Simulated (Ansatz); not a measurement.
Geometry optimisation, Ansatz 0.2.0, UKS B3LYP-D4/def2-mTZVP.

input.yaml

```yaml
crystal:
  periodic: [false, false, false]
  atoms:
    - { symbol: C, position_ang: [-0.64315, 1.309, -0.27467] }
    - { symbol: Si, position_ang: [-0.07857, -0.26184, 0.26936] }
    - { symbol: C, position_ang: [1.07624, -1.628, 0.10674] }
    - { symbol: S, position_ang: [1.30687, -3.0491, 0.81546] }
    - { symbol: H, position_ang: [-0.1715, 1.82934, -1.09147] }
    - { symbol: H, position_ang: [-1.48989, 1.80061, 0.17458] }
magnetization:
  spin_polarized: true
basis:
  gaussian: { orbitals: def2-mTZVP }
hamiltonian:
  xc: b3lyp
  dispersion: d4
relax:
  f_tol: 0.02
  max_steps: 50
```

Launched with:

```bash
$ ansatz run input.yaml --threads 2 --pin off --max-ram 3072MiB --backend cpu --events-out ev --progress --plain --runs-dir out
```

**Question.** Where does it end, and by what steps?

**Answer.** The forces met the threshold. After 12 steps the energy has fallen by 1.023 eV; S4 moved furthest, 1.07 Å.

```tsv
step	energy less start (eV)	largest force component (eV/Å)	accepted
0	0.0000	1.276	yes
1	-0.3409	1.558	yes
2	-0.6125	1.427	yes
3	-0.7791	0.948	yes
4	-0.7868	1.534	yes
5	-0.7939	1.269	yes
6	-0.9323	0.995	yes
7	-0.9868	0.591	yes
8	-1.0103	0.288	yes
9	-1.0157	0.449	yes
10	-1.0199	0.287	yes
11	-1.0219	0.153	yes
12	-1.0232	0.014	yes
```

```xyz
6
Properties=species:S:1:pos:R:3
C -0.524 1.025 -0.199
Si -0.799 -0.291 0.967
C 0.591 -1.311 0.335
S 1.659 -2.391 0.046
H 0.243 1.068 -0.961
H -1.170 1.900 -0.188
```

Whether the end is a true minimum wasn't checked by a vibrational analysis.

The run took 35 s on 2 threads of Intel(R) Xeon(R) Platinum 8488C (Sapphire Rapids), on a shared host, peak memory 0.25 GiB.
